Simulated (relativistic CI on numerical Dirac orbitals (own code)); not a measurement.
**Charge states of samarium**

These numbers are calculated, not measured: Dirac-Coulomb-Breit CI, orbitals from a KLI potential per configuration, QED by a radiative potential, valence Slater integrals scaled by 0.9 (own radial code, finite nucleus).

Each species is treated in one configuration, given outside its closed core. Radial values are for the open shell of highest l, unscaled and averaged over j; ζ includes the Breit term. Labels give the leading LS character, summed over repeated terms.

| Ion | Configuration | Its lowest level | LS weight (%) | g_J | g√(J(J+1)) | ζ (cm⁻¹) | ⟨r⟩ (bohr) | ⟨r²⟩ (bohr²) |
| --- | --- | --- | --- | --- | --- | --- | --- | --- |
| Sm⁵¹⁺ | 3s | ²S1/2 | 100 | 1.990 | 1.72 |  | 0.2273 | 0.05896 |
| Sm⁵²⁺ | 2s²2p⁶ | ¹S0 | 100 |  | 0.00 |  |  |  |
| Sm⁵³⁺ | 2s²2p⁵ | ²P°3/2 | 100 | 1.310 | 2.54 | 3.337e+06 | 0.08266 | 0.008314 |
| Sm⁵⁴⁺ | 2s²2p⁴ | ³P2 | 69 | 1.320 | 3.23 | 3.393e+06 | 0.08206 | 0.008188 |
| Sm⁵⁵⁺ | 2s²2p³ | J = 3/2 (mixed) | 48 | 1.333 | 2.58 | 3.45e+06 | 0.08148 | 0.008066 |
| Sm⁵⁶⁺ | 2s²2p² | ³P0 | 69 |  | 0.00 | 3.507e+06 | 0.0809 | 0.007948 |
| Sm⁵⁷⁺ | 2s²2p | ²P°1/2 | 100 | 0.632 | 0.55 | 3.566e+06 | 0.08035 | 0.007835 |
| Sm⁵⁸⁺ | 2s² | ¹S0 | 100 |  | 0.00 |  |  |  |
| Sm⁵⁹⁺ | 2s | ²S1/2 | 100 | 1.967 | 1.70 |  | 0.09125 | 0.009835 |
| Sm⁶⁰⁺ | 1s² | ¹S0 | 100 |  | 0.00 |  |  |  |
